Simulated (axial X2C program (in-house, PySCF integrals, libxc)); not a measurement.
**What spin–orbit coupling does to TiBr**

Calculated with an in-house relativistic program for diatomic molecules. Spin-free means the one-electron spin-free X2C Hamiltonian; two-component (2c) means X2C with spin–orbit coupling and atomic mean-field two-electron Coulomb and Gaunt terms, so the difference of the two also holds small scalar two-electron terms. Basis: Br dyall-v3z [8s9p6d1f], Ti dyall-v3z [10s10p6d3f2g] (cores contracted in-house); Gaussian nuclei, density fitting, unrestricted open shells. Masses: Br 78.918 u, Ti 47.948 u.

Spin-free state: M_S = 3/2, Λ = 3 (beyond evenly filled blocks: σα, π+α, δ+α); fragments Br + Ti.

| level | Re (Å) | ωe (cm⁻¹) | De (eV) | μ (D) |
| --- | --- | --- | --- | --- |
| PBE0 | 2.400 | 310.4 | 4.096 | 4.03 |
| HF | 2.523 | 284.1 | 3.466 | 3.97 |
| MP2 | 2.426 | 303.9 | 4.079 | n/a |
| r2SCAN | 2.386 | 314.7 | n/a | 3.57 |

Correlated methods: 19 electrons correlated (number of frozen shells: Br 3 s, 2 p, 1 d; Ti 2 s, 1 p), 267 virtual spin orbitals or spinors in MP2.

Dipoles are positive if Ti is the positive end.

Two-component determinant lowest at the distance of the search:

Ω = 3/2 (⟨Sz⟩ = -1.50, ⟨Lz⟩ = 3.00 at HF); fragments Br + Ti.

| level | Re (Å) | ωe (cm⁻¹) | μ (D) |
| --- | --- | --- | --- |
| PBE0 | 2.401 | 310.5 | 4.01 |
| HF | 2.523 | 284.0 | 3.96 |
| MP2 | 2.426 | 304.0 | n/a |
| r2SCAN | 2.387 | 314.5 | 3.54 |

Q: From the two tables, how do the constants change at the MP2 level (2c against spin-free)?

A: At the MP2 level Re is unchanged within 0.001 Å and ωe stays the same within 0.2 cm⁻¹.

The state is one determinant whose occupation by symmetry is held fixed; it was picked as the lowest of a PBE0 search that is not exhaustive. De is counted from the lowest determinant-based energies of the atoms at the same level, without counterpoise correction. De is not given where an atomic determinant may have missed its ground term or J level, or where the truncated virtual space spoils (T). Density functionals use the spin component along the axis (collinear). Other states lie close and PBE0, whose exact exchange favours high spin, may order them wrongly; the determinant shown need not be the ground state. The nearest other spin-free determinant of the search, M_S = 3/2, Λ = 0, lies 0.05 eV up at the distance of the search. Without a current term, density functionals place determinants with orbital angular momentum somewhat too high. With several unpaired electrons one determinant need not be a pure state. At some level and bond length an empty orbital lies below a filled one.
